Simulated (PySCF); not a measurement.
Be(H)(SiH3) (BeH₄Si), SMILES [BeH][SiH3]. Atoms are numbered in the order given.

```xyz
6

Be     0.0000     0.0000    -1.7037
H      0.0000     0.0000    -3.0346
Si     0.0000     0.0000     0.4804
H      1.1943     0.6895     1.0413
H      0.0000    -1.3791     1.0413
H     -1.1943     0.6895     1.0413
```
Charge 0, spin multiplicity 1.

Geometry optimised at B3LYP-D3(BJ)/def2-TZVP.

Calculation: TDDFT-PBE0/def2-TZVPD (PySCF).

Vertical excitations; the highest root listed may be one member of a degenerate set. Isolated molecule, no solvent. State labels are in the subgroup Cs.

Give excitation energies, oscillator strengths and character. (An estimate is asked for; the answer gives what the named calculation found.)


```csv
state,symmetry,energy (eV),λ (nm),f,main pairs
S1,A',5.05,245,0.012,HOMO→LUMO+1 (degenerate set)
S2,A",5.05,245,0.012,HOMO→LUMO (degenerate set)
S3,A",6.88,180,0.000,"HOMO−2→LUMO 49 %, HOMO−1→LUMO+1 49 %"
S4,A',7.01,177,0.022,"HOMO−3→LUMO+1, HOMO−2→LUMO+1, HOMO−1→LUMO (degenerate set)"
S5,A",7.01,177,0.022,"HOMO−3→LUMO, HOMO−2→LUMO, HOMO−1→LUMO+1 (degenerate set)"
S6,A',7.06,176,0.127,HOMO→LUMO+2 95 %
S7,A",7.12,174,0.132,"HOMO−3→LUMO, HOMO−1→LUMO+1, HOMO−2→LUMO (degenerate set)"
S8,A',7.12,174,0.132,"HOMO−3→LUMO+1, HOMO−2→LUMO+1, HOMO−1→LUMO (degenerate set)"
S9,A',7.28,170,0.074,"HOMO−1→LUMO 42 %, HOMO−2→LUMO+1 42 %, HOMO→LUMO+6 8 %"
S10,A',7.83,158,0.005,"HOMO→LUMO+4 64 %, HOMO→LUMO+7 34 %"
T1,A',4.10,302,0,HOMO→LUMO+1 (degenerate set)
T2,A",4.10,302,0,HOMO→LUMO (degenerate set)
T3,A',5.72,217,0,HOMO−3→LUMO+1 (degenerate set)
T4,A",5.72,217,0,HOMO−3→LUMO (degenerate set)
```
Triplets are in the Tamm–Dancoff approximation, which puts them higher than full response would, so one can lie above its singlet here.
